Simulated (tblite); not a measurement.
Species: C3H5BrSi.
Atom-mapped SMILES: `[CH:1]#[C:2][Si@@H:3]([CH3:4])[Br:5]` (hydrogens: H6 on C1; H7 on Si3; H8, H9, H10 on C4)

Computed with GFN2-xTB (tblite), gas phase: L-BFGS steps from a force-field or distance-geometry start until the largest atomic force falls under 0.01 eV/Å.

Step 14: E = -401.2883 eV
```
atom  x, y, z in Å  |  force x, y, z in eV/Å
C1      2.4869    0.1453   -0.6942   -0.011   0.000  -0.002
C2      1.4954    0.0980   -0.0166   -0.023   0.013  -0.012
Si3    -0.0186    0.0334    1.0361    0.014  -0.019   0.073
C4     -1.5986    0.1000    0.0023   -0.021  -0.014   0.003
Br5     0.0267   -1.9434    2.1053    0.003   0.043  -0.038
H6      3.3514    0.1897   -1.2912    0.021  -0.014  -0.007
H7      0.0485    1.0384    2.0919   -0.005  -0.013  -0.008
H8     -1.6697    1.0398   -0.5383   -0.002  -0.013   0.013
H9     -1.6354   -0.7067   -0.7269    0.010   0.008   0.013
H10    -2.4777    0.0100    0.6379    0.013   0.010  -0.035
```

Step 15: E = -401.2886 eV
```
atom  x, y, z in Å  |  force x, y, z in eV/Å
C1      2.4864    0.1449   -0.6935   -0.018   0.000  -0.002
C2      1.4933    0.1010   -0.0180   -0.011   0.006  -0.015
Si3    -0.0188    0.0333    1.0370    0.005   0.001   0.062
C4     -1.5987    0.1009    0.0032   -0.018  -0.015  -0.005
Br5     0.0286   -1.9425    2.1046    0.003   0.026  -0.032
H6      3.3509    0.1875   -1.2907    0.022  -0.013  -0.006
H7      0.0510    1.0363    2.0936   -0.007  -0.001   0.001
H8     -1.6716    1.0390   -0.5394    0.011   0.002   0.012
H9     -1.6321   -0.7061   -0.7250    0.006  -0.009  -0.004
H10    -2.4800    0.0104    0.6345    0.007   0.004  -0.011
```

Q: Estimate the geometry and energy of step 16. (The exact step hangs on the optimiser's Hessian estimate; all steps are aligned on step 15, rigid shifts and turns removed.)

A: E = -401.2887 eV, largest force 0.032 eV/Å
```
atom  x, y, z in Å  |  force x, y, z in eV/Å
C1      2.4860    0.1447   -0.6933   -0.015   0.000  -0.005
C2      1.4919    0.1026   -0.0189   -0.006   0.003  -0.013
Si3    -0.0188    0.0331    1.0385   -0.002   0.017   0.027
C4     -1.5988    0.1010    0.0036   -0.004  -0.011  -0.005
Br5     0.0295   -1.9415    2.1036    0.003   0.004  -0.021
H6      3.3510    0.1862   -1.2905    0.010  -0.012   0.001
H7      0.0519    1.0353    2.0944   -0.008   0.010   0.013
H8     -1.6722    1.0386   -0.5397    0.018   0.007   0.010
H9     -1.6303   -0.7061   -0.7240    0.004  -0.017  -0.011
H10    -2.4812    0.0107    0.6327   -0.001  -0.001   0.003
```

The energy changes by -0.0001 eV. The first-order estimate −F·Δx gives -0.0002 eV and the mean of the old and new forces, exact on a quadratic surface, -0.0001 eV. The step makes an angle of 61° with the force vector and moves no atom by more than 0.002 Å.

The cost below is that of the whole relaxation. The run took 0.3 s on an Arm Neoverse N1 with one thread, no GPU, shared host with 64 logical CPUs at a one-minute load of 60.
